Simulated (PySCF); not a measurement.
Task: Give a PBE0-D3(BJ)/def2-SVP geometry of `F/C(=C(\[SiH3])F)CF`.

Result: 
```xyz
12
C3H5F3Si angstrom
F     -2.5740    1.4724    0.1691
C     -2.0885    0.1917    0.1197
C     -0.6294    0.1665    0.3938
F     -0.2865    0.5475    1.6266
C      0.3380   -0.1952   -0.4592
F     -0.0245   -0.5517   -1.7056
Si     2.1918   -0.2384   -0.0995
H     -2.6123   -0.4091    0.8840
H     -2.2774   -0.2394   -0.8744
H      2.7577   -1.4087   -0.8288
H      2.8288    1.0142   -0.6014
H      2.4115   -0.3734    1.3659
```

Orientation and origin are arbitrary. Atoms count from 1 in this order. The 2 C–C bonds span 1.340 Å (C3=C5, drawn double) to 1.485 Å (C2–C3, drawn single), a spread of 0.145 Å. Si7 (SiH3 silicon) is tetrahedral (angles from 107.3° to 110.8°). Of the pairs four or more bonds apart, F6···H9 is among the closest relative to their van der Waals radii: 2.42 Å, 91 % of the sum of Bondi's values. The 3 C–F bonds span 1.335 Å (C3–F4, drawn single) to 1.371 Å (F1–C2, drawn single), a spread of 0.036 Å.

Bonds between heavy atoms (Å): F1–C2 1.371, C2–C3 1.485, C3–F4 1.335, C3=C5 1.340, C5–F6 1.346, C5–Si7 1.889.

Computed, not measured: PBE0-D3(BJ)/def2-SVP geometry optimisation, gas phase (PySCF 2.14.0).

Point group: C1 (no symmetry element, even within 0.4 Å). Stationary, but not proved a minimum. The numbers are those of one conformer (F1–C2–C3–F4 65°).
